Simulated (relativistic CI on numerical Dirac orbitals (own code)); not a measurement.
**Radial parameters of Nd XLVI**

These numbers are calculated, not measured: Dirac-Coulomb-Breit CI, KLI orbitals optimised for each configuration, model QED, unscaled Slater integrals (own radial code, finite nucleus).

Slater integrals F^k, G^k are unscaled and averaged over j, outside the closed core [Ne]; ζ comes from projecting the Hamiltonian with its Breit term on Σ l·s of the shell.

- 3s²3p³: F^2(3p,3p) = 419110, ζ(3p) = 711150 cm⁻¹; <r>(3p) = 0.2348, <r^2>(3p) = 0.0637 (bohr units).
- 3s3p⁴: F^2(3p,3p) = 418890, G^1(3s,3p) = 528650, ζ(3p) = 710950 cm⁻¹; <r>(3s) = 0.2417, <r^2>(3s) = 0.06661, <r>(3p) = 0.2349, <r^2>(3p) = 0.06377 (bohr units).
- 3s²3p²3d: F^2(3p,3p) = 418750, ζ(3p) = 710400, F^2(3p,3d) = 421880, G^1(3p,3d) = 437980, G^3(3p,3d) = 296260, ζ(3d) = 96285 cm⁻¹; <r>(3p) = 0.235, <r^2>(3p) = 0.06381, <r>(3d) = 0.2073, <r^2>(3d) = 0.04956 (bohr units).

Averages of the first 10 configurations, taken without configuration mixing, which lowers the lowest level and can move excited configurations by several eV; other configurations of the list can lie among them:

| Configuration | Parity | States | Average energy above the lowest level (eV) |
| --- | --- | --- | --- |
| 3s²3p³ | odd | 20 | 137.6 |
| 3s3p⁴ | even | 30 | 363.8 |
| 3s²3p²3d | even | 150 | 380.5 |
| 3p⁵ | odd | 6 | 608.1 |
| 3s3p³3d | odd | 400 | 598.9 |
| 3p⁴3d | even | 150 | 835.5 |
| 3s3p²3d² | even | 1350 | 841.1 |
| 3s²3p3d4p | even | 360 | 2093.8 |
| 3p⁴4s | even | 30 | 2219.0 |
| 3s3p²3d4s | even | 600 | 2214.2 |
